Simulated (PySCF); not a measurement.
**NiF4: breathing scan**

Computed with UB3LYP in PySCF with Ni def2-SVP, F def2-SVP; no relativity; density-fitted integrals.

Rigid scan from the quintet minimum (Ni–F 1.747 Å (×4); F–Ni–F 106.6° (×2), F–Ni–F 110.9° (×4)). Coordinate: all bonds to the central atom scaled together. Energies in kJ/mol from the minimum.

Task: Predict the curve at 0.88, 0.92, 0.96, 1.00, 1.04, 1.08, 1.14, 1.22, 1.35.

Result: 
```json
{"scale of all bonds to the centre": "0.88", "E (kJ/mol)": "328.4", "⟨S²⟩": "6.01"}
{"scale of all bonds to the centre": "0.92", "E (kJ/mol)": "125.4", "⟨S²⟩": "6.01"}
{"scale of all bonds to the centre": "0.96", "E (kJ/mol)": "27.2", "⟨S²⟩": "6.01"}
{"scale of all bonds to the centre": "1.00", "E (kJ/mol)": "0.0", "⟨S²⟩": "6.01"}
{"scale of all bonds to the centre": "1.04", "E (kJ/mol)": "20.6", "⟨S²⟩": "6.01"}
{"scale of all bonds to the centre": "1.08", "E (kJ/mol)": "72.0", "⟨S²⟩": "6.02"}
{"scale of all bonds to the centre": "1.14", "E (kJ/mol)": "180.7", "⟨S²⟩": "6.02"}
{"scale of all bonds to the centre": "1.22", "E (kJ/mol)": "344.3", "⟨S²⟩": "6.02"}
{"scale of all bonds to the centre": "1.35", "E (kJ/mol)": "548.9", "⟨S²⟩": "6.02"}
```

With open d or f shells other occupations or spin states may lie lower.

The scan took roughly 10 core-minutes on a shared host.
